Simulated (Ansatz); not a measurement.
A nudged elastic band was laid between two geometries of C$_{2}$H$_{6}$BCl (10 atoms, charge 0, multiplicity 1).

All numbers below come from Ansatz 0.2.0, UKS PBE-D4/def2-SVP.

```
movable images  : 5
climbing image  : yes
spring          : 2.0 to 10.0 eV/Å², energy-weighted
optimiser       : quadratic models (default)
start path      : through a guess of the saddle point
force threshold : 0.03 eV/Å
iteration limit : 60
end points      : relaxed
```

Initial state:

```xyz
10
Properties=species:S:1:pos:R:3
C -0.325 1.119 -0.791
B -0.290 -0.357 -0.263
C 0.566 -0.824 0.969
Cl -1.275 -1.593 -1.091
H 0.711 1.454 -1.020
H -0.665 1.789 0.030
H -0.963 1.289 -1.678
H -0.091 -1.280 1.742
H 1.263 -1.636 0.667
H 1.153 -0.012 1.440
```

Final state:

```xyz
10
Properties=species:S:1:pos:R:3
C -0.387 1.126 -0.720
B -0.182 -0.380 -0.329
C 0.551 -0.847 0.977
Cl -0.817 -1.630 -1.432
H 0.516 1.432 -1.298
H -0.426 1.797 0.162
H -1.259 1.311 -1.377
H -0.220 -0.878 1.782
H 0.990 -1.861 0.918
H 1.317 -0.121 1.321
```

**Question.** What changes between the two ends?

**Answer.** No bond is made or broken.

**Question.** Give the energies along the band, and the barrier.

**Answer.** It converged. The highest image is number 0 of 0 to 6, 0.0 kJ/mol above the first end and 0.6 kJ/mol above the last; the last end lies 0.6 kJ/mol below the first. The highest image is an end point: on this band no image between the ends rises above it.

```tsv
image	path coordinate (Å)	energy (kJ/mol)
0	0.00	0.0
1	0.13	0.0
2	0.33	-0.1
3	0.53	-0.3
4	0.73	-0.4
5	0.94	-0.5
6	1.14	-0.6
```

The band took 22 iterations and about 4 core-minutes.

The run took 120 s on 2 threads of Intel(R) Xeon(R) 6975P-C (Granite Rapids), with other jobs on the host, peak memory 0.17 GiB.
